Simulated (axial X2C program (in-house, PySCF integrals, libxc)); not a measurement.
TaH along the bond: B3LYP, with spin–orbit coupling

Calculated with an in-house all-electron X2C program for linear molecules (integrals from PySCF). Two-component (2c) means X2C with spin–orbit coupling and atomic mean-field two-electron Coulomb and Gaunt terms. Basis: Ta dyall-v3z [13s14p9d7f2g], H dyall-v3z [6s2p1d] (cores contracted in-house); Gaussian nuclei, density fitting, unrestricted open shells. Masses: Ta 180.948 u, H 1.008 u.

State: Ω = 1 (⟨Sz⟩ = 1.94, ⟨Lz⟩ = -0.94 at B3LYP). Dipoles are positive if H is the positive end.

```
R (Å)   μ (D)  HOMO (eV)  LUMO (eV)
1.542  -1.635      -3.94      -2.55
1.613  -1.748      -3.99      -2.56
1.667  -1.834      -4.04      -2.57
1.720  -1.921      -4.08      -2.60
1.773  -2.011      -4.13      -2.62
1.835  -2.118      -4.18      -2.66
1.897  -2.228      -4.24      -2.70
1.977  -2.372      -4.31      -2.76
2.074  -2.553      -4.40      -2.84
2.216  -2.814      -4.53      -2.96
```

(1) The minimum lies at 1.776 Å. What is the dipole moment there, and its slope?

The state is one determinant whose occupation by symmetry is held fixed; it was picked as the lowest of a PBE0 search that is not exhaustive. Density functionals use the spin component along the axis (collinear). Without a current term, density functionals place determinants with orbital angular momentum somewhat too high. With several unpaired electrons one determinant need not be a pure state. Open-shell Ω = 0 determinants with evenly filled partner blocks cannot be reached by this program, so the Ω shown need not be the lowest component. The lowest spin-free determinant has another configuration (M_S = 2, Λ = 2), so the order of states is uncertain and this need not be the ground state.

Results:

(1) At B3LYP, 2c, with the sign and origin stated: μ = -2.02 D, dμ/dR = -1.70 D/Å.
